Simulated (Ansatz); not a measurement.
Ansatz (a program for electronic structure) input:

Ansatz 0.2 input:
```yaml
crystal:
  periodic: [false, false, false]
  atoms:
    - {symbol: Hf, position_ang: [-0.01647636, -0.00475991, 0.00201099]}
    - {symbol: H, position_ang: [1.37623373, -0.20908722, 1.10508273]}
    - {symbol: H, position_ang: [-0.86820813, 1.53438564, 0.85640752]}
    - {symbol: H, position_ang: [-0.09589060, -1.81290720, -0.73873605]}
    - {symbol: H, position_ang: [0.77416286, 0.83032217, -1.36754581]}
basis:
  gaussian:
    orbitals: def2-TZVP
hamiltonian:
  xc: b3lyp
  dispersion: d3bj
total_charge: 1
magnetization: {spin_polarized: true, initial_magnetization: 1}
phonons: {temperatures: {t_min: 298.15, t_max: 298.15, t_step: 100}}
```

Task: What final total energy does it print?

Result: -49.98023 Eh (B3LYP-D3(BJ)/def2-TZVP). The basis has 64 functions.

The spin state was set by rule; other spins were not relaxed.
